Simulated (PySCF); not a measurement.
Computed with PBE-D3(BJ)/def2-TZVP // B3LYP-D3(BJ)/def2-SVP run with PySCF 2.14.0. All species are isolated molecules in the gas phase. 

Reference species (SMILES): `[SnH4]` (neutral, multiplicity 1).

```
Property     Value
--------  --------
LUMO      -0.40 eV
HOMO      -7.92 eV
```

Changed species: `C[O][SnH3]` (3 of 4 OCH3 replaced by H; the reference has 4 of 4 OCH3 replaced by H).

Task: Predict the effect on the LUMO and HOMO.

Result: the LUMO falls by 0.91 eV, to -1.31 eV; the HOMO increases by 2.02 eV, to -5.90 eV.
